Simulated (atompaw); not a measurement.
# Ho (Z = 67): PAW (atompaw) pseudisation with PBE, scalar-relativistic reference atom.

```
Element                 : Ho (Z = 67)
Generator               : atompaw 4.2.0.5
Type                    : PAW
Functional              : PBE
Relativity              : scalar-relativistic
Frozen core             : [Kr] 4d10
Valence charge          : 21
Reference configuration : 4f10 5s2 5p6 5d0 6s0 6p0 (charge +3)
Partial waves           : 5s (bound); 6s (bound, empty); 5p (bound); 6p (bound, empty); 5d (bound, empty); 5d channel at -0.9 Ry; 4f (bound); 4f channel at 1.7 Ry
Local potential         : bessel scheme, radius 1.70 bohr
Core correction         : smooth core density matched at 1.55 bohr
Augmentation charge     : besselshape compensation charge, radius 2.05 bohr; PAW radius 2.65 bohr; waves and projectors: bloechl
```

All-electron outer shells of the reference configuration (PBE, scalar-relativistic, ld1.x):

| shell | level (eV) | outermost node (bohr) | outermost maximum (bohr) |
| --- | --- | --- | --- |
| 4p | -336.14 | 0.27 | 0.51 |
| 4d | -192.10 | 0.25 | 0.52 |
| 5s | -80.13 | 0.61 | 1.13 |
| 5p | -54.50 | 0.66 | 1.28 |
| 4f | -35.09 | – | 0.52 |
| 5d | -24.93 | 0.74 | 1.73 |
| 6s | -23.39 | 1.48 | 2.77 |
| 6p | -17.59 | 1.73 | 3.26 |

Problem. Is a potential produced?

Solution. No. atompaw 4.2.0.5 stopped with "atompaw: terminating projector 1000": the iteration for the Blöchl projector did not settle.
